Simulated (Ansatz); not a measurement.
Basis sets compared for the cluster Li4Te2⁺ (the lowest doublet isomer of a short search). Charge 1, multiplicity 2. Geometry PBE-D4/def2-SVP. Ansatz on 4 threads of AMD EPYC 9B45 on a shared host; times are rough, and most runs start from earlier orbitals.

```csv
atom,x (Å),y (Å),z (Å)
Li1,0.745,1.896,-0.251
Li2,-0.082,-0.792,1.918
Li3,1.444,-1.366,-1.133
Li4,-3.379,0.411,-0.884
Te5,2.209,0.075,0.955
Te6,-0.937,-0.223,-0.606
```

In the def2 sets Te takes a core potential; there is no spin–orbit coupling. The structure comes from a short search, and lower isomers may exist.

```csv
level,functions,energy (Eh),HOMO (eV),LUMO (eV),wall time
PBE-D4/def2-SVP,88,-566.0210,-7.91,-7.21,0.65 s
PBE0-D4/def2-SVP,88,-566.0828,-8.87,-6.50,0.95 s
```

Task: Estimate the rows for PBE-D4/def2-TZVP, PBE0-D4/def2-TZVP (with forces).

Result: 
```json
{"level": "PBE-D4/def2-TZVP", "functions": "156", "energy (Eh)": "-566.0587", "HOMO (eV)": "-7.91", "LUMO (eV)": "-7.19", "wall time": "1 s"}
{"level": "PBE0-D4/def2-TZVP (with forces)", "functions": "156", "energy (Eh)": "-566.1176", "HOMO (eV)": "-8.85", "LUMO (eV)": "-6.45", "wall time": "1.9 s"}
```
